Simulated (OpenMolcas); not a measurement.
**OpenMolcas run: Cu2+**

Cu2+ with its 6 nearest fluoride ions at 2.118 Å, on the Ca site of CsCaF3 (a = 4.526 Å, distance in the model lattice 2.263 Å). The rest of the host is ab initio model potentials to 7.6 Å, with orthogonalisation functions on the cations behind the ligands, and point charges beyond; the distance is set by hand and nothing relaxes. Ligand basis ANO-RCC-VDZP.

Input, with the lattice sites abridged:

```
&GATEWAY
Basis set
Cu.ANO-RCC-VDZP.
Cu1 0.0 0.0 0.0 Angstrom
End of basis
Basis set
F.ANO-RCC-VDZP.
L1 2.118000 0.000000 0.000000 Angstrom
L2 0.000000 2.118000 0.000000 Angstrom
L3 0.000000 0.000000 2.118000 Angstrom
End of basis
Basis set
Ca.EMB-AIMP.Lopez-Moraza.10s7p.1s1p.ECP.CsCaF3.
PseudoCharge
* 3 symmetry-unique lattice sites within 7.6 angstrom
End of basis
Basis set
Cs.EMB-AIMP.Lopez-Moraza.0s.0s.ECP.CsCaF3.
PseudoCharge
* 16 symmetry-unique lattice sites within 7.6 angstrom
End of basis
Basis set
Ca.EMB-AIMP.Lopez-Moraza.0s.0s.ECP.CsCaF3.
PseudoCharge
* 6 symmetry-unique lattice sites within 7.6 angstrom
End of basis
Basis set
F.EMB-AIMP.Lopez-Moraza.0s.0s.ECP.CsCaF3.
PseudoCharge
* 27 symmetry-unique lattice sites within 7.6 angstrom
End of basis
Symmetry
XYZ
AngMom=0.0 0.0 0.0
AMFI
RICD
XField
1537 Angstrom 0
* Evjen-weighted lattice charges
&SEWARD
&RASSCF
FileOrb=start.orb
Symmetry=1
Spin=2
nActEl=9 0 0
Inactive=18 21
Ras2=5 0
CIRoot=5 5 1
SDav=5
CIMx=300
Iter=150 100
PrWF=0.3
OrbListing=Nothing
MaxOrb=0
LevShft=1.0
>>> COPY $Project.JobIph JOB001
&RASSI
NrOfJobIphs=1 5
1 2 3 4 5
IphNames
JOB001
EJob
SpinOrbit
DIPRint=1.0
SOCoupling=1000.0
Subsets=2
Property=9
'ANGMOM' 1 'ANGMOM' 2 'ANGMOM' 3 'MLTPL  1' 1 'MLTPL  1' 2 'MLTPL  1' 3
'AMFI' 1 'AMFI' 2 'AMFI' 3
SOProperty=3
'ANGMOM' 1 'ANGMOM' 2 'ANGMOM' 3
```

Launched by
```bash
OMP_NUM_THREADS=1 MOLCAS_MEM=2457 MOLCAS_PROJECT=a pymolcas a.inp > a.log  # once for each step of the input, in one work folder
```

A driver script runs the steps one by one and writes start.orb anew before each from the orbitals found so far.

Output, cut to the results:

```
--- SEWARD ---
Basis set label: CU.ANO-RCC...5S4P2D1F.

      Electronic valence basis set:
      ------------------
      Associated Effective Charge  29.000000 au
      Associated Actual Charge     29.000000 au
      Nuclear Model: Point charge

      Shell  nPrim  nBasis  Cartesian Spherical Contaminant
         s      21       5        X
         p      15       4        X
         d      10       2                 X
         f       6       1                 X
                  Relativistic Douglas-Kroll-Hess integrals:
                    - DKH order of Hamiltonian: 2
                    - DKH order of Properties : 0
                  Atomic mean-field integrals
--- RASSCF ---
Wave function specifications:
      -----------------------------

      Number of closed shell electrons          78
      Number of electrons in active shells       9
      Max number of holes in RAS1 space          0
      Max nr of electrons in RAS3 space          0
      Number of inactive orbitals               39
      Number of active orbitals                  5
      Number of secondary orbitals              98
      Spin quantum number                      0.5
      State symmetry                             1
Orbital specifications:
      -----------------------

      Symmetry species                           1   2
                                                ag  au
      Frozen orbitals                            0   0
      Inactive orbitals                         18  21
      Active orbitals                            5   0
      RAS1 orbitals                              0   0
      RAS2 orbitals                              5   0
      RAS3 orbitals                              0   0
      Secondary orbitals                        46  52
      Deleted orbitals                           0   0
      Number of basis functions                 69  73
      Number of CSFs                             5
      Number of root(s) required                 5
      Iter CI   SX   CI       RASSCF       Energy    max ROT     max BLB   max BLB  Level Ln srch  Step   QN
          iter iter root      energy       change     param      element    value   shift minimum  type update
 Nr of preliminary CI iterations:   1
      Total energies have been shifted. Add                -2000.00 au
        1   1   10    0  -251.53259160    0.00E+00  -4.62E-02   23  29 1  3.36E-01*  1.48   0.00    SX    NO
        2   1   10    0  -252.19148422   -6.59E-01* -3.50E-02    6  34 2  1.24E-01*  1.14   0.00    SX    NO
        3   1    9    0  -252.28381807   -9.23E-02* -1.80E-02   21  24 2  5.20E-02*  1.12   0.00    SX    NO
        4   1    9    0  -252.29781639   -1.40E-02*  6.94E-03   21  24 2  2.97E-02*  1.08   0.00    SX    NO
        5   1    9    0  -252.30178096   -3.96E-03* -6.56E-03   21  24 2  1.92E-02*  1.08   1.99    LS   YES
        6   1    9    0  -252.30307802   -1.30E-03*  4.39E-03    6  34 2 -2.76E-02*  1.08   1.04    QN   YES
        7   1    8    0  -252.30381372   -7.36E-04* -1.85E-03   23  29 1 -6.91E-03*  1.06   0.96    QN   YES
        8   1    8    0  -252.30398144   -1.68E-04* -1.83E-03   21  27 1 -2.56E-03*  1.06   2.01    LS   YES
        9   1    8    0  -252.30403547   -5.40E-05* -3.55E-04   20  26 1  1.78E-03*  1.06   0.98    QN   YES
       10   1    7    0  -252.30404316   -7.69E-06* -1.64E-04   21  62 2  4.59E-04*  1.06   1.46    LS   YES
       11   1    7    0  -252.30404399   -8.33E-07*  8.50E-05    4  32 2  6.82E-04*  1.06   0.99    QN   YES
       12   1    6    0  -252.30404468   -6.86E-07*  5.51E-05    9  22 2 -1.56E-04*  1.06   1.37    QN   YES
       13   1    5    0  -252.30404476   -8.24E-08* -1.92E-05    9  22 2 -5.15E-05   1.06   1.16    QN   YES
       14   1    5    0  -252.30404476   -2.25E-09  -1.13E-05    6  34 2 -2.15E-05   1.06   0.41    QN   YES
      Convergence after 14 iterations
       15   1    5    0  -252.30404477   -2.62E-09  -1.13E-05   19  25 1  3.72E-06   1.06   0.41    QN   YES
      Natural orbitals and occupation numbers for root  1
      sym 1:   2.000000   2.000000   2.000000   2.000000   1.000000
      Natural orbitals and occupation numbers for root  2
      sym 1:   2.000000   2.000000   1.000000   2.000000   2.000000
      Natural orbitals and occupation numbers for root  3
      sym 1:   2.000000   1.000000   2.000000   2.000000   2.000000
::    RASSCF root number  1 Total energy:  -2252.31543359
::    RASSCF root number  2 Total energy:  -2252.31543359
...
--- RASSI ---
SPIN-FREE ENERGIES:
  (Shifted by EMIN (a.u.) =      -2252.3154335925)

 SF State       Relative EMIN(au)   Rel lowest level(eV)    D:o, cm**(-1)

     1             0.0000000000        0.0000000000              0.0000
     2             0.0000000000        0.0000000000              0.0000
     3             0.0189813788        0.5165096313           4165.9311
     4             0.0189813788        0.5165096313           4165.9311
     5             0.0189813788        0.5165096313           4165.9311
     Dipole printing threshold changed to   1.00000000E+00
Eigenvalues of complex Hamiltonian:
   -----------------------------------
  (Shifted by EMIN (a.u.) =      -2252.3154335925)

 SO State       Relative EMIN(au)   Rel lowest level(eV)    D:o, cm**(-1)

     1            -0.0009857840        0.0000000000              0.0000
     2            -0.0009857840        0.0000000000              0.0000
     3            -0.0009857840        0.0000000000              0.0000
     4            -0.0009857840        0.0000000000              0.0000
     5             0.0152219125        0.4410338909           3557.1782
     6             0.0152219125        0.4410338909           3557.1782
     7             0.0218468960        0.6213088759           5011.1940
     8             0.0218468960        0.6213088760           5011.1940
     9             0.0218468960        0.6213088759           5011.1940
    10             0.0218468960        0.6213088760           5011.1940
Weights of the five most important spin-orbit-free states for each spin-orbit state.

 SO State  Total energy (au)           Spin-free states, spin, and weights
 -------------------------------------------------------------------------------------------------------
    1        -0.000986       2 0.5  0.6471    1 0.5  0.3097    4 0.5  0.0238    5 0.5  0.0141    3 0.5  0.0053
    2        -0.000986       2 0.5  0.5285    1 0.5  0.4283    4 0.5  0.0196    5 0.5  0.0133    3 0.5  0.0103
...
```

Spin-orbit levels above the lowest (labels of O, the rotations of Oh):

| E (cm-1) | Degeneracy | Label | 2S+1 | g |
| --- | --- | --- | --- | --- |
| 0.0 | 4 | Γ8 | 2 |  |
| 3557 | 2 | Γ7 | 2 | 1.99 1.99 1.99 |
| 5011 | 4 | Γ8 | 2 |  |

An orbital doublet at a regular site is open to a Jahn-Teller distortion, which this geometry leaves out. Ligand-to-metal charge-transfer states are missing. With metal d orbitals alone and no dynamic correlation 10Dq can be off by a tenth to a fifth, either way, in oxide and fluoride hosts. No measured value stands beside these numbers; the geometry was set by hand and not optimised.

The RASSCF and RASSI steps took 8.2 s on 1 thread of Arm Neoverse V1 (shared host); the integral step is not counted.
